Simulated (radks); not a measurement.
The manganese ion Mn2+ inside a hard spherical wall (all orbitals vanish at R), configuration held at [Ar] 3d5 and not refilled when levels cross. Calculated with a radial shooting solver on a logarithmic mesh with Libxc functionals: scalar-relativistic Kohn-Sham, PBE, spin-unpolarised, spherical densities, point nucleus. Eigenvalues in eV, with the zero of energy where the potential of the charges vanishes at infinity; a dash marks a level that is unbound or too diffuse for the functional's potential to be trusted. A positive occupied level is held by the wall or, in an anion where self-interaction has pushed it up, behind a barrier. The pressure on the wall is -dE/dV.

[
 {"R (bohr)": "free", "E (hartree)": "-1157.41325", "kinetic (hartree)": "1170.218", "e(2p)": "-647.83", "e(3s)": "-103.70", "e(3p)": "-72.429", "e(3d)": "-24.318", "e(4s, empty)": "-19.436", "e(4p, empty)": "-13.892", "pressure (GPa)": "0"},
 {"R (bohr)": "20", "E (hartree)": "-1157.41325", "kinetic (hartree)": "1170.218", "e(2p)": "-647.83", "e(3s)": "-103.70", "e(3p)": "-72.429", "e(3d)": "-24.318", "e(4s, empty)": "-19.436", "e(4p, empty)": "-13.892", "pressure (GPa)": "< 0.0001"},
 {"R (bohr)": "12", "E (hartree)": "-1157.41325", "kinetic (hartree)": "1170.218", "e(2p)": "-647.83", "e(3s)": "-103.70", "e(3p)": "-72.429", "e(3d)": "-24.318", "e(4s, empty)": "-19.436", "e(4p, empty)": "-13.892", "pressure (GPa)": "< 0.0001"},
 {"R (bohr)": "8", "E (hartree)": "-1157.41324", "kinetic (hartree)": "1170.218", "e(2p)": "-647.83", "e(3s)": "-103.70", "e(3p)": "-72.429", "e(3d)": "-24.318", "e(4s, empty)": "-19.433", "e(4p, empty)": "-13.868", "pressure (GPa)": "0.000234"},
 {"R (bohr)": "7", "E (hartree)": "-1157.41322", "kinetic (hartree)": "1170.219", "e(2p)": "-647.83", "e(3s)": "-103.70", "e(3p)": "-72.426", "e(3d)": "-24.315", "e(4s, empty)": "-19.416", "e(4p, empty)": "-13.792", "pressure (GPa)": "0.00306"},
 {"R (bohr)": "5", "E (hartree)": "-1157.41081", "kinetic (hartree)": "1170.242", "e(2p)": "-647.67", "e(3s)": "-103.56", "e(3p)": "-72.294", "e(3d)": "-24.184", "e(4s, empty)": "-18.808", "e(4p, empty)": "-12.431", "pressure (GPa)": "0.492"},
 {"R (bohr)": "2.5", "E (hartree)": "-1156.85636", "kinetic (hartree)": "1173.084", "e(2p)": "-637.17", "e(3s)": "-95.920", "e(3p)": "-64.719", "e(3d)": "-15.239", "e(4s, empty)": "13.397", "e(4p, empty)": "27.452", "pressure (GPa)": "517"},
 {"R (bohr)": "1.5", "E (hartree)": "-1147.32985", "kinetic (hartree)": "1210.803", "e(2p)": "-572.71", "e(3s)": "-48.679", "e(3p)": "-14.146", "e(3d)": "41.849", "e(4s, empty)": "215.86", "e(4p, empty)": "233.25", "pressure (GPa)": "35200"}
]
